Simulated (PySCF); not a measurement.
This PySCF input asks for the NMR shieldings of SMILES CO[C@@H]1CC[C@@H]1[C@@H](F)Cl, C$_{6}$H$_{10}$ClFO; the geometry comes from GFN2-xTB.

```python
import basis_set_exchange as bse
import numpy as np
from pyscf import gto, dft
from pyscf.prop import nmr

atoms = """
C     2.295044   -1.020089   -0.741421
O     0.927410   -1.019242   -0.410093
C     0.290168    0.199638   -0.674176
C     0.481436    1.322297    0.371930
C    -1.042733    1.423086    0.530223
C    -1.225284    0.184288   -0.370826
C    -1.680810   -1.048613    0.380836
F    -2.897869   -0.823977    0.954658
Cl   -1.843511   -2.432304   -0.720790
H     2.850521   -0.278555   -0.156353
H     2.665115   -2.016858   -0.510883
H     2.442238   -0.811715   -1.807838
H     0.510408    0.527851   -1.699686
H     0.983252    0.959953    1.266200
H     0.981732    2.218205    0.013282
H    -1.469932    2.324040    0.098023
H    -1.417839    1.305741    1.543847
H    -1.870247    0.332161   -1.237565
H    -0.988903   -1.336659    1.178334
"""
names = dict.fromkeys(["C", "O", "F", "Cl", "H"], "pcSseg-1")
basis = {el: gto.basis.parse(bse.get_basis(n, elements=[el], fmt="nwchem")) for el, n in names.items()}
mol = gto.M(atom=atoms, basis=basis, charge=0, verbose=0)
mf = dft.RKS(mol, xc="PBE0")
mf.grids.level = 2
mf.grids.alignment = dft.numint.BLKSIZE   # the property module wants whole blocks of grid points
mf.conv_tol = 1e-9
mf.kernel()

calc = nmr.RKS(mf)   # GIAO
C = mf.mo_coeff
Co = C[:, mf.mo_occ > 0]
resp = mf.gen_response(singlet=True, hermi=2)
def vind(x):   # induced exchange potential for any number of trial vectors
    d = np.einsum("pi,xij,qj->xpq", C, 2 * x.reshape(-1, C.shape[1], Co.shape[1]), Co, optimize=True)
    return np.einsum("xpq,pi,qj->xij", resp(d - d.transpose(0, 2, 1)), C, Co, optimize=True).ravel()
mo1, _ = nmr.rhf.solve_mo1(calc, with_cphf=vind)
sigma = calc.kernel(mo1)
for i, s in enumerate(sigma):   # ppm
    print("%2d %-2s %9.2f" % (i, mol.atom_pure_symbol(i), np.trace(s) / 3))
```

Question: What are the results?

Answer: 
```
 0 C     129.59
 1 O     291.83
 2 C     111.52
 3 C     158.92
 4 C     169.29
 5 C     137.08
 6 C      76.00
 7 F     337.90
 8 Cl    687.01
 9 H      28.41
10 H      27.98
11 H      28.77
12 H      27.86
13 H      29.74
14 H      29.43
15 H      29.74
16 H      29.74
17 H      28.77
18 H      25.23
```

These numbers come from an equivalent density-fitted implementation of the same equations, which agrees with the script to about 0.01 ppm for H and up to a few tenths of a ppm for heavy atoms, so last digits may differ.

Size and cost of the density-fitted run: 210 basis functions, 51 s wall time on 1 thread of an Arm Neoverse V1, shared host; peak memory 0.93 GiB.
